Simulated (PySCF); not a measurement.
C₆ coefficients of unlike pairs at UHF

Calculated with PySCF 2.14 from the dipole response of each species, C₆(A,B) = (3/π) ∫ α_A(iu) α_B(iu) du, in atomic units, from isotropic polarisabilities. For ions this is the dispersion term alone; charge-induced terms of lower order in 1/R come first.

| species | configuration | basis | relativity | α (bohr³) | C₆ (like pair) |
| --- | --- | --- | --- | --- | --- |
| Te⁻ | [Kr] 4d10 5s2 5p5 (2P) | aug-cc-pVTZ-PP with one added diffuse shell each of d, f type with ECP28MDF (6s5p5d3f) | core potential | 85.65 | 1260 |
| I⁺ | [Kr] 4d10 5s2 5p4 (3P) | aug-cc-pwCVDZ-PP with ECP28MDF (6s5p4d1f) | core potential | 20.32 | 177.2 |
| V²⁺ | [Ar] 3d3 (4F) | x2c-QZVPPall with one added diffuse shell each of s, p, d, f, g type (12s8p6d4f3g) | spin-free X2C | 4.002 | 12.06 |
| Ar | [Ar] (1S) | aug-cc-pCVQZ-DK (10s9p7d5f3g) | spin-free X2C | 10.76 | 62.13 |

(1) Estimate C₆ for V²⁺ with Te⁻.

No spin-orbit coupling is included.

The other pairs:

```tsv
pair	C₆
Ar, Te⁻	249.4
V²⁺, I⁺	44.05
Ar, V²⁺	26.61
Ar, I⁺	104.3
I⁺, Te⁻	438.8
```

Answers

(1) The integral gives 99.33. The combination rule 2 C_A C_B / (C_A α_B/α_A + C_B α_A/α_B) gives 95.86 and the geometric mean 123.3.
